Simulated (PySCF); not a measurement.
Job file and geometry (Å, from GFN2-xTB) of an NMR shielding run on `CC1=CP(C[SiH3])CC1`, C₆H₁₃PSi, GIAO PBE0/pcSseg-1 NMR shielding, non-relativistic, gas phase (PySCF); density fitting, a coarse starting grid and PySCF grid level 2 are the driver's defaults:

```
$ OMP_NUM_THREADS=1 python probes_run.py task.json out

{"job": {"kind": "nmr", "xc": "PBE0", "basis": "pcSseg-1"}, "charge": 0, "multiplicity": 1}
C     -2.307812    -1.387680     0.366561
C     -1.344165    -0.357073    -0.120969
C     -0.696732    -0.389538    -1.281349
P      0.388423     1.029482    -1.601452
C      2.034895     0.317469    -1.089676
Si     2.247172    -0.606655     0.560367
C     -0.212986     1.826951    -0.019373
C     -1.035036     0.808136     0.775343
H     -3.289405    -0.941288     0.526636
H     -1.970236    -1.793369     1.320222
H     -2.406478    -2.201133    -0.347549
H     -0.819035    -1.165107    -2.021547
H      2.316779    -0.346485    -1.912490
H      2.735014     1.157416    -1.130023
H      1.278329    -1.693709     0.695288
H      2.121079     0.322199     1.688035
H      3.602168    -1.165914     0.566971
H     -0.840636     2.672017    -0.315088
H      0.627399     2.229470     0.547193
H     -0.478497     0.444499     1.644734
H     -1.959160     1.257255     1.147692
```

**Question.** Write the output of this run.

**Answer.** 
```
coarse grid: 17824 points
cycle   1  E = -866.5901545625  dE =  7.810e-01  |g| = 4.608e-01  |ddm| = 4.190e+00
cycle   2  E = -866.5721018333  dE =  1.805e-02  |g| = 5.296e-01  |ddm| = 9.734e-01
cycle   3  E = -866.6457462173  dE = -7.364e-02  |g| = 5.988e-02  |ddm| = 5.923e-01
cycle   4  E = -866.6464295677  dE = -6.834e-04  |g| = 3.207e-02  |ddm| = 9.522e-02
cycle   5  E = -866.6466656460  dE = -2.361e-04  |g| = 1.095e-02  |ddm| = 4.000e-02
cycle   6  E = -866.6466958456  dE = -3.020e-05  |g| = 2.714e-03  |ddm| = 1.426e-02
cycle   7  E = -866.6466976003  dE = -1.755e-06  |g| = 3.502e-04  |ddm| = 2.611e-03
final grid: 160936 points
cycle   8  E = -866.6961690297  dE = -3.877e-05  |g| = 8.828e-03  |ddm| = 3.672e-02
cycle   9  E = -866.6961575110  dE =  1.152e-05  |g| = 1.104e-02  |ddm| = 1.951e-02
cycle  10  E = -866.6961894500  dE = -3.194e-05  |g| = 9.894e-04  |ddm| = 1.194e-02
cycle  11  E = -866.6961896599  dE = -2.100e-07  |g| = 3.779e-04  |ddm| = 1.375e-03
cycle  12  E = -866.6961896933  dE = -3.340e-08  |g| = 1.157e-04  |ddm| = 4.382e-04
cycle  13  E = -866.6961896966  dE = -3.246e-09  |g| = 2.499e-05  |ddm| = 1.361e-04
cycle  14  E = -866.6961896967  dE = -1.505e-10  |g| = 3.918e-06  |ddm| = 3.061e-05
converged SCF energy = -866.6961896967

GIAO shielding tensors (ppm)
atom      isotropic    diamagn.    paramagn.     s11        s22        s33       span
  0 C      165.149     244.952     -79.803    150.399    156.592    188.457     38.058
  1 C       25.394     262.830    -237.436    -83.774     30.622    129.333    213.107
  2 C       54.224     260.036    -205.812    -38.811     70.562    130.922    169.733
  3 P      328.335     965.927    -637.592    250.548    319.236    415.221    164.673
  4 C      175.446     255.360     -79.914    163.643    172.494    190.201     26.559
  5 Si     435.417     879.828    -444.412    412.669    421.140    472.441     59.773
  6 C      160.611     252.994     -92.384    136.866    167.112    177.854     40.988
  7 C      142.970     249.378    -106.408    112.889    146.162    169.859     56.970
  8 H       29.790      27.662       2.128     25.527     27.722     36.121     10.594
  9 H       29.804      29.157       0.647     25.799     28.403     35.210      9.410
 10 H       29.510      29.172       0.338     24.966     28.446     35.117     10.151
 11 H       25.979      34.190      -8.211     24.066     26.589     27.281      3.215
 12 H       30.901      31.006      -0.105     25.405     28.914     38.384     12.980
 13 H       30.928      30.487       0.441     25.659     28.538     38.588     12.928
 14 H       28.023      30.567      -2.544     23.748     28.912     31.409      7.661
 15 H       28.029      30.273      -2.244     24.347     27.186     32.556      8.209
 16 H       27.944      28.987      -1.044     23.880     25.401     34.550     10.670
 17 H       29.574      31.330      -1.755     23.332     27.920     37.471     14.139
 18 H       30.073      32.316      -2.243     26.755     28.064     35.400      8.645
 19 H       29.082      32.704      -3.622     25.907     28.277     33.062      7.155
 20 H       29.166      31.608      -2.443     23.926     28.410     35.161     11.234
```

Size and cost of the density-fitted run: 215 basis functions, 74 s wall time on 1 thread of an AMD EPYC 7R43 64-Core, shared host; peak memory 0.91 GiB.
